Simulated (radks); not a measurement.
Values are calculated unless marked as measured or tabulated.
All-electron atom: Ag I in [Kr] 4d10 5p1 (not the ground configuration). Code: a radial shooting solver on a logarithmic mesh with Libxc functionals. Model: Dirac Kohn-Sham, PBE, spin-unpolarised, spherical densities, finite nucleus; open shells fill j = l - 1/2 first; Fermi nuclear charge, rms radius 4.5454 fm.

Spin-orbit splittings of the eigenvalues, e(l+1/2) - e(l-1/2), with zeta = 2 splitting/(2l+1) and mean radii in bohr:

shell  occ.  splitting (eV)  zeta (eV)  <r> j=l-1/2  <r> j=l+1/2
2p        6           175.3      116.9       0.1141       0.1192
3p        6           30.94      20.63       0.3600       0.3709
3d       10           6.230      2.492       0.3437       0.3472
4p        6           5.079      3.386       0.9799        1.012
4d       10          0.5623     0.2249        1.388        1.412
5p        1          0.1434    0.09561        4.654        4.877
